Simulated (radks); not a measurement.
Values are calculated unless marked as measured or tabulated.
Question: Mean orbital radii <r> (bohr) of the lithium ion Li+, [He], of relativity; Dirac values are averaged over j with weights 2j + 1. Spin-unpolarised spherical Kohn-Sham, PBE, point nucleus unless stated (finite: rms radius 2.444 fm), a radial shooting solver on a logarithmic mesh with Libxc functionals. A level marked "c x" has the speed of light scaled by that factor.

| shell | non-rel. |
|---|---|
| 1s | 0.5790 |

Give the values at the level "Dirac, c x 0.75".

Answer: 
shell  Dirac, c x 0.75  change of magnitude (%)
1s              0.5788                    -0.02
